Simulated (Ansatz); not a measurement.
Breaking a bond: BH, singlet.

- FCI = full CI/aug-cc-pVTZ, frozen core (Ansatz, a program for electronic structure)
- RHF/aug-cc-pVTZ (Ansatz)
- UCCSD = CCSD on UHF/aug-cc-pVTZ, frozen core (Ansatz)

Total energies in hartree (comparable only within one method and basis):

| R / Å | FCI | RHF | UCCSD |
|---|---|---|---|
| 0.99 | -25.19917 | -25.09899 | -25.19647 |
| 1.04 | -25.21315 | -25.11279 | -25.21043 |
| 1.12 | -25.22635 | -25.12554 | -25.22360 |
| 1.16 | -25.22976 | -25.12864 | -25.22699 |
| 1.22 | -25.23193 | -25.13025 | -25.22910 |
| 1.24 | -25.23201 | -25.13012 | -25.22917 |
| 1.28 | -25.23139 | -25.12904 | -25.22851 |
| 1.31 | -25.23034 | -25.12762 | -25.22744 |
| 1.39 | -25.22569 | -25.12185 | -25.22270 |
| 1.45 | -25.22092 | -25.11614 | -25.21785 |
| 1.53 | -25.21351 | -25.10731 | -25.21031 |
| 1.65 | -25.20120 | -25.09261 | -25.19777 |
| 1.87 | -25.17831 | -25.06453 | -25.17417 |
| 2.09 | -25.15770 | -25.03780 | -25.15160 |
| 2.20 | -25.14867 | -25.02535 | -25.14154 |
| 2.46 | -25.13098 | -24.99860 | -25.12211 |
| 2.73 | -25.11794 | -24.97468 | -25.10902 |
| 3.00 | -25.10955 | -24.95432 | -25.10233 |
| 3.34 | -25.10370 | -24.93300 | -25.09898 |
| 3.76 | -25.10056 | -24.91212 | -25.09766 |
| 4.37 | -25.09915 | -24.88987 | -25.09713 |
| 4.94 | -25.09883 | -24.87523 | -25.09700 |

The restricted form behind RHF keeps the bonding electrons paired and can't separate into open-shell fragments. The unrestricted determinant behind UCCSD is spin-contaminated at 0.99 to 4.94 Å (<S²> up to 1.0, against 0.00 for a pure singlet).
